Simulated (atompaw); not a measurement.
# gold: PAW (atompaw) pseudisation with LDA (PW92), scalar-relativistic reference atom.

atompaw 4.2.0.5 was run on this input:

```
Au 79
LDA-PW scalarrelativistic loggrid 2001 logderivrange -3 5 201
6 6 5 4 0 0
6 0 1
6 1 0
0 0 0
c
c
c
c
c
v
c
c
c
c
v
c
c
v
c
2
3.00 2.95 2.15 3.00
y
0.95
n
y
0.65
n
y
3.9
n
custom rrkj gramschmidtortho gaussian
3 1 ultrasoft
3.00
3.00
3.00
3.00
1.80
3.00
PWSCFOUT
UPFDX 0.0125d0 UPFXMIN -7.d0 UPFZMESH 79.d0
END
```

Command:

```bash
atompaw < Au.input > Au.log
```

Resulting log (summary file):

```
Completed calculations for Au (AE)

 Exchange-correlation type: LDA, Perdew-Wang correlation

 Radial integration grid is logarithmic
 r0 =   8.6915222E-05 h =   6.8663025E-03   n =      2001 rmax =   8.0000000E+01

 Scalar relativistic calculation

 AEatom converged in  36 iterations
   nz     =  79.00
   delta  =       1.945559365997E-16

 All Electron Orbital energies:
  n  l      occupancy      energy
  1  0      2.0000000E+00 -5.9330790E+03
  2  0      2.0000000E+00 -1.0469157E+03
  3  0      2.0000000E+00 -2.4707388E+02
  4  0      2.0000000E+00 -5.3578651E+01
  5  0      2.0000000E+00 -7.9949964E+00
  6  0      1.0000000E+00 -4.4708003E-01
  2  1      6.0000000E+00 -9.0531163E+02
  3  1      6.0000000E+00 -2.0601288E+02
  4  1      6.0000000E+00 -4.0112172E+01
  5  1      6.0000000E+00 -4.4143732E+00
  6  1      0.0000000E+00 -6.4831352E-02
  3  2      1.0000000E+01 -1.6210687E+02
  4  2      1.0000000E+01 -2.3950756E+01
  5  2      1.0000000E+01 -5.2300149E-01
  4  3      1.4000000E+01 -5.9961745E+00

 Total energy
   Total                    :   -38002.72940804676909

 ---
 Completed calculations for Au (SC)

 Exchange-correlation type: LDA, Perdew-Wang correlation

 Radial integration grid is logarithmic
 r0 =   8.6915222E-05 h =   6.8663025E-03   n =      2001 rmax =   8.0000000E+01

 Scalar relativistic calculation

 SCatom converged in   3 iterations
   nz     =  79.00
   delta  =       2.618674463598E-17

 Valence Electron Orbital energies:
  n  l      occupancy      energy
   6  0      1.0000000E+00 -4.4708003E-01
   6  1      0.0000000E+00 -6.4831352E-02
   5  2      1.0000000E+01 -5.2300149E-01

 Total energy
   Total                    :   -38002.72940804681275
   Valence                  :     -753.92203415197514

 PAW parameters:
       lmax =            2
         rc =    3.0038841556484557
        irc =         1523
   rc_shape =    2.9629137661708871
    rc_vloc =    2.1604409662260693
    rc_core =    3.0038841556484557
   Vloc: Non norm-conserving form with l= 3;e=   1.0000E+00
   Projector type: RRKJ pseudization + Gram-Schmidt ortho.
   Gaussian compensation charge shape with gausstol =   1.0000E-04

 Number of basis functions     6
 No.   n  nodes  l      Energy         Cp coeff         Occ
  1    6    5    0   -0.4470800E+00  0.1000000E+01  0.1000000E+01
  2  999    6    0    0.9500000E+00  0.1921654E-01  0.0000000E+00
  3    6    4    1   -0.6483135E-01  0.1000000E+01  0.0000000E+00
  4  999    5    1    0.6500000E+00  0.9418152E-02  0.0000000E+00
  5    5    2    2   -0.5230015E+00  0.1000000E+01  0.1000000E+02
  6  999    3    2    0.3900000E+01  0.6363509E+00  0.0000000E+00

 Eigenvalues of overlap operator (in the basis of projectors):
    1        4.89193838E-03
    2        1.36369782E-02
    3        1.15936433E-01
    4        6.93974119E-01
    5        6.58545874E+00
    6        1.85083949E+01

 Orbital leakage outside PAW augmentation regions
   orb  is_core?  %out_of_sphere
   1 0    T           0.00
   2 0    T           0.00
   3 0    T           0.00
   4 0    T           0.00
   5 0    T           0.00
   6 0    F          37.47
   2 1    T           0.00
   3 1    T           0.00
   4 1    T           0.00
   5 1    T           0.04
   6 1    F          79.95
   3 2    T           0.00
   4 2    T           0.00
   5 2    F           5.25
   4 3    T           0.00

 Summary of PAW energies
   Total valence energy     :   -753.92180689258760
   Smooth energy            :     38.23901707412288
   One center               :   -792.16082396671050
   Smooth kinetic           :     41.22788693649424
   Vloc energy              :     -5.88355944441260
   Smooth exch-corr         :     -9.52194747525686
   One-center xc            :   -694.08671442901243
```

The run took about 7.4 s on one core of a shared server CPU.
